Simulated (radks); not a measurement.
Question: The table gives one normalised radial function P(r) = r R(r) of Kr17+ in [Ar] 3d1 (r in bohr). All-electron calculation, scalar-relativistic Kohn-Sham, PBEsol, spin-polarised, spherical densities, finite nucleus; open shells are filled with parallel spins first; Fermi nuclear charge, rms radius 4.1884 fm. Program: a radial shooting solver on a logarithmic mesh with Libxc functionals.

r,P
0.002272,0.0000
0.002888,0.0000
0.003701,0.0001
0.004705,0.0001
0.006029,0.0002
0.007665,0.0005
0.009822,0.0010
0.01249,0.0019
0.016,0.0038
0.02034,0.0074
0.02607,0.0146
0.03314,0.0274
0.04246,0.0517
0.05398,0.0931
0.06917,0.1658
0.08794,0.2789
0.1127,0.4549
0.1433,0.6895
0.1836,0.9861
0.2334,1.2805
0.2967,1.5032
0.3802,1.5582
0.4833,1.3799
0.6193,0.9955
0.7873,0.5687
1.009,0.2324
1.283,0.0660
1.644,0.0106
2.089,0.0010
2.677,0.0000

Which n and l does it have? It may be an empty orbital.

Answer: n = 3, l = 2: the number of nodes gives n - l - 1 = 0, the rise at small r (about r^(l+1)) gives l, and the extent must fit the shell. The curve is that of 3d up; the table hardly tells the two spins apart. 3d up: eigenvalue -614.69 eV, 0 radial nodes, <r> = 0.432 bohr, 90 % of the charge inside 0.669 bohr.
